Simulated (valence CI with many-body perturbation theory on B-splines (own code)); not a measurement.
The numbers below are computed, except where a source is named.
## Sensitivity of CI+MBPT for Ca¹⁴⁺

Level of theory: configuration interaction combined with many-body perturbation theory (CI+MBPT): four valence electrons over a frozen Dirac-Fock core [He], a basis of 6 s, 6 p, 5 d, 3 f, 1 g functions for each j, with the one-electron correlation potential Σ1, the two-electron term Σ2, the three-electron term Σ3, Breit, model QED; selected CI, second order for the rest, scaled by the run's own slope (own B-spline code, finite nucleus).

No measured spectrum was set against this ion. As an estimate, levels of excited configurations hold to 0.05 to 0.15 % of their energy, terms of the ground configuration to about 0.5 %.

The reference run has the lowest level 2s2 2p2 3P_0 and an ionisation energy of 894.655 eV. Its largest variational space holds 11907 state functions.

Changed runs:
A. size limit of the variational space 10000 → 3000
B. highest l with Σ1, explicit Σ2 and valence Breit (higher l get mean screening factors) 3 → 2; Breit term on → off; QED terms on → off
C. logarithmic knot step 0.27 → 0.4; selection threshold (hartree) 2e-08 → 2e-07
D. start configuration 2s2 2p2 → 2s2 3p2 (bad on purpose)

Excitation energies of the reference run in cm⁻¹, and shifts in cm⁻¹:

| Level | Reference | A | B | C |
| --- | --- | --- | --- | --- |
| 2s2 2p2 3P_1 | 17542 | -7.4 | +768 | +0.1 |
| 2s2 2p2 3P_2 | 35919 | -5.6 | +2260 | +0.2 |
| 2s2 2p2 1D_2 | 108939 | -7.1 | +2146 | +0.3 |
| 2s2 2p2 1S_0 | 198180 | -0.1 | +1295 | +1.2 |
| 2s 2p3 5S°_2 | 275473 | -4.4 | +2466 | +10 |
| 2s 2p3 3D°_2 | 496874 | -6.5 | +2078 | +10 |
| 2s 2p3 3D°_1 | 497786 | -4.4 | +1820 | +10 |
| 2s 2p3 3D°_3 | 500424 | -8.9 | +3580 | +10 |
| 2s 2p3 3P°_0 | 582138 | -0.2 | +1629 | +11 |
| 2s 2p3 3P°_1 | 583205 | -3.6 | +2204 | +11 |
| 2s 2p3 3P°_2 | 586059 | -7.3 | +2645 | +11 |
| 2s 2p3 3S°_1 | 729513 | -3.7 | +2130 | +11 |
| Ionisation energy (eV) | 894.655 | -5.2e-05 | +0.355 | +0.00017 |

Run D: It gave no result: the start configuration must fill the lowest shells above the core. The program said: "3p is not the lowest shell of its kind above the core".
